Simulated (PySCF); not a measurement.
Si(F)(SH) (FHSSi), SMILES F[Si]S (connectivity only; charge and spin as stated), neutral, multiplicity 1. Geometry: PBE-D3(BJ)/def2-TZVP. Other conformers were not sampled.

TDDFT-B3LYP/def2-SVPD (PySCF) puts the lowest singlet excitations at 4.01, 4.98, 6.04, 6.28, 6.48, 6.62 eV.

Question: What are the lowest excitation roots from ADC(2)/aug-cc-pVDZ run with PySCF? (The exact figures need the calculation; the answer reports its results.)

Answer: 4.12, 5.20, 6.26, 6.38, 6.70, 6.92 eV. S1 differs by 0.11 eV (second minus first; roots are paired by order, and the bases may differ).
